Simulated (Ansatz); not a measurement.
`BCBO` + `[SiH3]S` → `BS[SiH3]` + `CBO` at 700 K and 1 bar (ligand exchange at a B–C bond).

Gas-phase electronic energies from Ansatz, PBE0-D4/def2-TZVP geometries. CBS: MP2 limit from def2 TZ/QZ plus the TZ coupled-cluster correction, frozen cores. One conformer a species, not always the lowest.

```csv
species,CCSD(T)/CBS energy (Eh),H − E (kJ/mol),S (J/(mol·K))
`BCBO`,-166.46129,265.1,408.0
`[SiH3]S`,-689.27336,135.5,340.5
`BS[SiH3]`,-714.68055,186.5,398.7
`CBO`,-141.08489,219.3,348.2
```

H − E and S are ideal-gas, rigid-rotor, harmonic terms from PBE0-D4/def2-TZVP, for one conformer and one mirror image of each species. 1 Eh = 2625.50 kJ/mol, R = 8.31446 J/(mol·K).

Question: By hand: ΔE, ΔH, ΔS and ΔG.

Answer: ΔE = (-714.68055) + (-141.08489) − (-166.46129) − (-689.27336) = -0.03079 Eh = -80.8 kJ/mol. Δ(H − E) = 186.5 + 219.3 − 265.1 − 135.5 = 5.2, so ΔH = -75.6 kJ/mol. ΔS = 398.7 + 348.2 − 408.0 − 340.5 = -1.6 J/(mol·K). ΔG = -75.6 − 700 × (-1.6)/1000 = -74.5 kJ/mol.

Question: By hand: the equilibrium constant, and the temperature at which ΔG would vanish if ΔH and ΔS stayed fixed.

Answer: log₁₀ K = −ΔG/(RT ln 10) = 5.6. ΔG = 0 at ΔH/ΔS = 47250 K, far beyond where these terms or the molecules hold.

The number of gas molecules stays the same, so ΔS is small and ΔH decides. A doubt of 5 kJ/mol in ΔE shifts log₁₀ K by 0.4 here. Other conformers and mirror images would add mixing entropy, several J/(mol·K) or more a flexible species. These are equilibria of isolated gas molecules and say nothing of rates. Largest T1 diagnostic: 0.014 (customary marks: 0.02 for closed shells, 0.045 for open ones).
